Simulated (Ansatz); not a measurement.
`CC[N]([GeH3])[SiH2]Cl` + `BCCBr` → `[GeH3][CH2]CBr` + `BN(CC)[SiH2]Cl`  (redistribution)

Gas-phase electronic energies from Ansatz, PBE0-D4/def2-TZVP geometries. CCSD(T)/CBS is the MP2 limit (def2-TZVPP, def2-QZVPP) plus CCSD(T) − MP2 in def2-TZVPP, frozen cores. DFT in def2-TZVPP. For Br, Ge outer-core shells are correlated without core-valence functions, which leaves a few kJ/mol of doubt a bond. Scalar relativity is left out up to krypton. One conformer a species, not always the lowest.

| species | PBE0 energy (Eh) |
| --- | --- |
| `CC[N]([GeH3])[SiH2]Cl` | -2963.12686 |
| `BCCBr` | -2678.40677 |
| `[GeH3][CH2]CBr` | -4730.94766 |
| `BN(CC)[SiH2]Cl` | -910.63043 |

Work out ΔE.

ΔE = (-4730.94766) + (-910.63043) − (-2963.12686) − (-2678.40677) = -0.04446 Eh = -116.7 kJ/mol. CCSD(T)/CBS gives -111.4 kJ/mol.

Largest T1 diagnostic among the species: 0.011.

In def2-TZVPP, CCSD(T) changes the Hartree–Fock value by −8.9 kJ/mol (the triples alone add −1.6 kJ/mol) and MP2 by −9.1 kJ/mol. From PBE to PBE0 (25 % exact exchange), in def2-TZVPP and without D4, ΔE moves by +3.6 kJ/mol. The D4 term adds +6.1 kJ/mol with B3LYP and +3.5 kJ/mol with PBE0; it sums over pairs of atoms, weighted by their polarisabilities, and B3LYP, whose exchange is more repulsive, gets the larger term.

B3LYP here is the variant with VWN-RPA as its local correlation; programs differ in this.
